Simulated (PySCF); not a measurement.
Compound: C₂H₁₁GeNSi.
Bonds: C1–N2, N2–Ge3, Ge3–C4, C4–Si5. Hydrogens: H6, H7, H8 on C1; H9 on N2; H10, H11 on Ge3; H12, H13 on C4; H14, H15, H16 on Si5.

Jobs on this species (16 atoms, 76 electrons) with PySCF (density fitting). Hardware of each: an Arm Neoverse V1 with one thread (shared host). Times come from a shared host and carry two figures at best.

Task: Rank these jobs by wall time, shortest first.
A. LC-wPBE/def2-SVPD; 10 singlets by full TDDFT, 4 Tamm–Dancoff triplets, polarisability, ΔSCF ions; 210 basis functions
B. PBE0/aug-cc-pVDZ; 10 singlets by full TDDFT, 4 Tamm–Dancoff triplets, polarisability; 231 basis functions
C. HF/def2-SVPD; 10 singlets by TDHF, 4 Tamm–Dancoff triplets, polarisability, ΔSCF ions; 210 basis functions
D. PBE0/6-31G*; 10 singlets by full TDDFT, 4 Tamm–Dancoff triplets, polarisability; 114 basis functions

Result: D (16 s), C (27 s), B (58 s), A (1.7 min).

All jobs:

```json
{"level and settings": "PBE0/6-31G*", "work": "10 singlets by full TDDFT, 4 Tamm–Dancoff triplets, polarisability", "basis functions": "114", "SCF cycles": "11", "wall time": "16 s"}
{"level and settings": "HF/def2-SVPD", "work": "10 singlets by TDHF, 4 Tamm–Dancoff triplets, polarisability, ΔSCF ions", "basis functions": "210", "SCF cycles": "10", "wall time": "27 s"}
{"level and settings": "PBE0/aug-cc-pVDZ", "work": "10 singlets by full TDDFT, 4 Tamm–Dancoff triplets, polarisability", "basis functions": "231", "SCF cycles": "11", "wall time": "58 s"}
{"level and settings": "LDA/def2-SVPD", "work": "10 singlets by full TDDFT, 4 Tamm–Dancoff triplets, polarisability, ΔSCF ions", "basis functions": "210", "SCF cycles": "13", "wall time": "63 s"}
{"level and settings": "BHandHLYP/def2-SVPD", "work": "10 singlets by full TDDFT, 4 Tamm–Dancoff triplets, polarisability, ΔSCF ions", "basis functions": "210", "SCF cycles": "10", "wall time": "72 s"}
{"level and settings": "wB97X-D/def2-SVPD", "work": "10 singlets by full TDDFT, 4 Tamm–Dancoff triplets, polarisability, ΔSCF ions", "basis functions": "210", "SCF cycles": "11", "wall time": "80 s"}
{"level and settings": "CAM-B3LYP/def2-SVPD", "work": "10 singlets by full TDDFT, 4 Tamm–Dancoff triplets, polarisability, ΔSCF ions", "basis functions": "210", "SCF cycles": "10", "wall time": "89 s"}
{"level and settings": "PBE/def2-SVPD", "work": "10 singlets by full TDDFT, 4 Tamm–Dancoff triplets, polarisability, ΔSCF ions", "basis functions": "210", "SCF cycles": "13", "wall time": "89 s"}
{"level and settings": "LC-wPBE/def2-SVPD", "work": "10 singlets by full TDDFT, 4 Tamm–Dancoff triplets, polarisability, ΔSCF ions", "basis functions": "210", "SCF cycles": "12", "wall time": "1.7 min"}
```

Task: What do all jobs in the table cost together?

Result: About 9.9 min; the longest takes about 17 % of that, and about 6.4 times as long as the shortest.
